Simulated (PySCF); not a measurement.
## Excited states of Mo⁶⁺ (molybdenum, charge +6)

Ground state [Kr], ¹S. All numbers are calculated (PySCF 2.14, scalar relativity by spin-free X2C-1e, in aug-cc-pVTZ-DK with one added diffuse shell each of s, p, d, f, g type (10s9p7d4f3g, 127 functions)). Vertical excitation energies in eV without spin-orbit coupling; excited terms of each kind are numbered among those the solver found. Frozen: [Ar].

```json
{"term": "1 3P°", "leading excitation": "4p → d", "EOM-EE-CCSD": "38.581"}
{"term": "1 3F°", "leading excitation": "4p → d", "EOM-EE-CCSD": "39.936"}
{"term": "1 1D°", "leading excitation": "4p → d", "EOM-EE-CCSD": "41.978"}
{"term": "1 3D°", "leading excitation": "4p → d", "EOM-EE-CCSD": "42.177"}
{"term": "1 1F°", "leading excitation": "4p → d", "EOM-EE-CCSD": "42.490"}
{"term": "1 1P°", "leading excitation": "4p → d", "EOM-EE-CCSD": "52.441"}
{"term": "1 3S", "leading excitation": "4p → p", "EOM-EE-CCSD": "67.574"}
{"term": "1 3D", "leading excitation": "4s → d", "EOM-EE-CCSD": "68.245"}
{"term": "2 3D", "leading excitation": "4p → p", "EOM-EE-CCSD": "68.932"}
{"term": "1 1D", "leading excitation": "4p → p", "EOM-EE-CCSD": "69.230"}
{"term": "1 1P", "leading excitation": "4p → p", "EOM-EE-CCSD": "69.673"}
{"term": "2 1D", "leading excitation": "4s → d", "EOM-EE-CCSD": "70.458"}
```

The spin-orbit splitting of the hole, absent here, rivals or exceeds the spacing of these terms, so the LS terms are model states.

The solver can miss terms.
